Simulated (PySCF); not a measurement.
# Cr: excitation energy

Cr [Ar] 3d5 4s1 (7S) → Cr [Ar] 3d5 4p1 (7P), as a difference of total energies. Calculation: PySCF 2.14, in def2-TZVPPD (6s6p4d2f1g, 67 functions); the non-relativistic Hamiltonian (point nucleus). Correlated levels: valence: [Ar] frozen; valence and next inner shell: [Ne] frozen. The calculations carry no spin-orbit coupling.

Problem. Order these methods by the excitation energy they give, lowest first.
A. wB97X-V
B. MP2 (valence and next inner shell)
C. TPSS
D. UHF

Solution. D (2.611 eV), A (2.813 eV), B (2.987 eV), C (3.035 eV).

These non-relativistic numbers lack the scalar-relativistic shift.

Errors of the correlated levels include the incompleteness of this basis and the frozen core.

For comparison: 2.903 eV (measured; NIST levels, between the centres of gravity of the two terms).
